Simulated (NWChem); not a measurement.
System: SiH2SF2; SMILES F[SiH](S)F

Input file for NWChem:

```
start job
memory heap 200 mb stack 900 mb global 1100 mb
geometry units angstroms
  Si     0.018476     0.479434     0.304139
  F     -1.340057     1.140546    -0.220458
  F      1.244541     1.278737    -0.347762
  S     -0.032686    -1.545432    -0.353259
  H      0.122632     0.627360     1.767332
  H      1.152878    -1.878362     0.203978
end
basis spherical
  Si library 3-21g
  F library 3-21g
  S library 3-21g
  H library 3-21g
end
dft
  xc hfexch
  iterations 150
end
driver
  maxiter 120
end
task dft optimize
task dft freq
```

Parts of the log:

```
             Northwest Computational Chemistry Package (NWChem) 7.3.0
             --------------------------------------------------------

 C1  symmetry detected

                             Geometry "geometry" -> ""
                             -------------------------

 Output coordinates in angstroms (scale by  1.889725989 to convert to a.u.)

  No.       Tag          Charge          X              Y              Z
 ---- ---------------- ---------- -------------- -------------- --------------
    1 Si                  14.0000    -0.00211101     0.45833936     0.36106457
    2 F                    9.0000    -1.34769570     1.06146104    -0.25823269
    3 F                    9.0000     1.23838897     1.21984554    -0.30853511
    4 S                   16.0000    -0.01208292    -1.61128598    -0.14035689
    5 H                    1.0000     0.05011755     0.71880922     1.81126868
    6 H                    1.0000     1.15652389    -1.88674377     0.48044791

 Effective nuclear repulsion energy (a.u.)     229.1531656323

                                Z-matrix (autoz)
                                --------

 Units are Angstrom for bonds and degrees for angles

      Type          Name      I     J     K     L     M      Value
      ----------- --------  ----- ----- ----- ----- ----- ----------
    1 Stretch                  1     2                       1.59934
    2 Stretch                  1     3                       1.60222
    3 Stretch                  1     4                       2.12952
    4 Stretch                  1     5                       1.47434
    5 Stretch                  4     6                       1.35164
    6 Bend                     1     4     6                94.92592
    7 Bend                     2     1     3               108.07958
    8 Bend                     2     1     4               105.74666
    9 Bend                     2     1     5               110.12469
   10 Bend                     3     1     4               111.53907
   11 Bend                     3     1     5               107.43869
   12 Bend                     4     1     5               113.79552
   13 Torsion                  2     1     4     6        -179.14967
   14 Torsion                  3     1     4     6          63.59625
   15 Torsion                  5     1     4     6         -58.15033

  xc_inp: hfexch multiplicative factor not found.

                           NWChem Geometry Optimization
                           ----------------------------

[...]

      ----------------------
      Optimization converged
      ----------------------

  Step       Energy      Delta E   Gmax     Grms     Xrms     Xmax
  ---- ---------------- -------- -------- -------- -------- --------
@   11    -882.06246804 -3.0D-08  0.00002  0.00001  0.00053  0.00123
                                     ok       ok       ok       ok

                                Z-matrix (autoz)
                                --------

 Units are Angstrom for bonds and degrees for angles

[...]

 Rotational Constants
 --------------------
 A=   0.224275 cm-1  (  0.322674 K)
 B=   0.103218 cm-1  (  0.148504 K)
 C=   0.078288 cm-1  (  0.112637 K)

 Temperature                      =   298.15K
 frequency scaling parameter      =   1.0000

 Zero-Point correction to Energy  =   16.131 kcal/mol  (  0.025707 au)
 Thermal correction to Energy     =   19.493 kcal/mol  (  0.031064 au)
 Thermal correction to Enthalpy   =   20.085 kcal/mol  (  0.032008 au)

 Total Entropy                    =   75.153 cal/mol-K
   - Translational                =   39.699 cal/mol-K (mol. weight =  99.9614)
   - Rotational                   =   26.278 cal/mol-K (symmetry #  =        1)
   - Vibrational                  =    9.176 cal/mol-K

 Cv (constant volume heat capacity) =   16.548 cal/mol-K
   - Translational                  =    2.979 cal/mol-K
   - Rotational                     =    2.979 cal/mol-K
   - Vibrational                    =   10.589 cal/mol-K

[normal modes left out]

 ----------------------------------------------------------------------------
 Normal Eigenvalue ||           Projected Infra Red Intensities
  Mode   [cm**-1]  || [atomic units] [(debye/angs)**2] [(KM/mol)] [arbitrary]
 ------ ---------- || -------------- ----------------- ---------- -----------
    1       -0.000 ||    0.000095           0.002         0.093       0.015
    2       -0.000 ||    0.002957           0.068         2.883       0.460
    3       -0.000 ||    0.003878           0.089         3.780       0.603
    4        0.000 ||    0.001332           0.031         1.299       0.207
    5        0.000 ||    0.000227           0.005         0.222       0.035
    6        0.000 ||    0.000094           0.002         0.092       0.015
    7      124.730 ||    0.040865           0.943        39.837       6.360
    8      197.136 ||    0.011134           0.257        10.854       1.733
    9      268.484 ||    0.029848           0.689        29.097       4.645
   10      364.150 ||    0.062344           1.438        60.776       9.703
   11      504.508 ||    0.063333           1.461        61.740       9.857
   12      808.206 ||    0.175318           4.045       170.909      27.285
   13      884.733 ||    0.163576           3.774       159.462      25.458
   14      943.708 ||    0.036481           0.842        35.564       5.678
   15      970.576 ||    0.229784           5.301       224.005      35.762
   16     1089.309 ||    0.185565           4.281       180.898      28.880
   17     2472.776 ||    0.146199           3.373       142.522      22.754
   18     2660.953 ||    0.003530           0.081         3.442       0.549
 ----------------------------------------------------------------------------
```

Level: Hartree-Fock/3-21G.
